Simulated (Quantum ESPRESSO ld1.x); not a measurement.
Initial-state core-level shifts of the palladium ion Pd2+ when its valence configuration changes from [Kr] 4d8. Calculated with ld1.x of Quantum ESPRESSO 7.5: scalar-relativistic Kohn-Sham, LDA (Slater exchange, Perdew-Wang correlation), spin-polarised, spherical densities, point nucleus; open shells are filled with parallel spins first. Shifts are changes of the shell-averaged eigenvalues in eV (positive: less bound).

\begin{tabular}{lrrrr}
valence & 2s & 3s & 3p & 3d \\ \hline
4d7 5p1 & -6.703 & -6.563 & -6.562 & -6.595 \\
4d6 5s1 5p1 & -12.450 & -12.088 & -12.087 & -12.166 \\
4d5.5 5s1 5p1.5 & -16.072 & -15.584 & -15.582 & -15.686 \\
4d7.5 5s0.5 & -2.673 & -2.598 & -2.598 & -2.615 \\
4d7 5s1 & -5.424 & -5.262 & -5.262 & -5.298 \\
4d7.5 5p0.5 & -3.323 & -3.260 & -3.260 & -3.275 \\
4d5.5 5s2 5p0.5 & -15.042 & -14.538 & -14.538 & -14.642 \\
4d6 5s2 & -11.352 & -10.973 & -10.974 & -11.053 \\
4d5.5 5p2.5 & -17.271 & -16.802 & -16.799 & -16.902 \\
\end{tabular}
